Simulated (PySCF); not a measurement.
## Molecular orbitals of TlN

PBE0 at R = 2.308 Å; basis Tl cc-pVTZ-PP with ECP60, N cc-pVTZ; scalar-relativistic core potentials; PySCF 2.14. State: ³Σ⁻ (triplet), unpaired electrons π ↑↑. Only the outer orbitals are listed, counted within each symmetry, core potentials removing the inner ones.

| spin | orbital | occ. | ε (eV) | on Tl (%) | main shells (%) |
| --- | --- | --- | --- | --- | --- |
| α | 6σ | 1 | -10.63 | 83 | 83 Tl s, 14 N p |
| α | 3π | 1 | -7.82 | 6 | 94 N p |
| α | 3π | 1 | -7.82 | 6 | 94 N p |
| α | 7σ | 1 | -6.07 | 33 | 67 N p, 18 Tl p, 13 Tl s |
| α | 4π | 0 | -1.53 | 97 | 96 Tl p |
| α | 4π | 0 | -1.53 | 97 | 96 Tl p |
| α | 8σ | 0 | 0.35 | 96 | 89 Tl p |
| β | 5σ | 1 | -15.88 | 35 | 65 N s, 25 Tl d |
| β | 6σ | 1 | -10.32 | 84 | 83 Tl s, 9 N p |
| β | 7σ | 1 | -5.13 | 35 | 64 N p, 26 Tl p |
| β | 3π | 0 | -2.30 | 73 | 72 Tl p, 27 N p |
| β | 3π | 0 | -2.30 | 73 | 72 Tl p, 27 N p |
| β | 4π | 0 | -0.14 | 36 | 64 N p, 28 Tl p |

Q: Which are the highest filled and the lowest empty level, where do they sit, and how wide is the gap?

A: Highest filled β 7σ at -5.13 eV (in %: 64 N p, 26 Tl p); lowest empty β 3π at -2.30 eV (in %: 72 Tl p, 27 N p); the gap at PBE0 is 2.83 eV.

The bond order (Mayer) is 0.95, the ⟨S²⟩ is 2.015 and the charge on Tl (Mulliken, basis-dependent) is 0.39. The charge on Tl (Löwdin, basis-dependent) is 0.32 and the dipole moment (positive dipole means Tl(−)N(+)) is -2.94 D. The polarisability along the bond is 67.2 bohr³ and the polarisability across the bond is 41.7 bohr³.

These are scalar-relativistic numbers at best; spin–orbit coupling would shift them, the dissociation energy most. The state was picked by a PBE0 search and need not be the measured ground state.
